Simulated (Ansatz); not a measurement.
System: ScF₃, net charge 0, singlet state. 
Coordinates optimised at B3LYP-D3(BJ)/def2-TZVP (Ansatz, a first-principles code):
```
Sc
F 1 1.8481
F 1 1.8481 2 120.00
F 1 1.8481 2 120.00 3 180.00
```
Charge 0, spin multiplicity 1.

Basis-set convergence of Hartree-Fock and CCSD(T) correlation energies (hartree) with Ansatz. Correlated levels leave the core frozen unless marked. Spin-orbit coupling is left out. The frozen core is the preceding noble-gas configuration, with the filled d and f shells of earlier blocks. Non-relativistic.

```
basis       functions        E(HF)  E(corr, CCSD(T))  rough core time
----------  ---------  -----------  ----------------  ---------------
def2-SVP           73  -1058.00170          -0.64479       under 20 s
def2-TZVPP        157            …                 …             24 s
```

Question: What belongs in the gaps?

Answer: 
- def2-TZVPP, E(HF): -1058.48644
- def2-TZVPP, E(corr, CCSD(T)): -0.86143
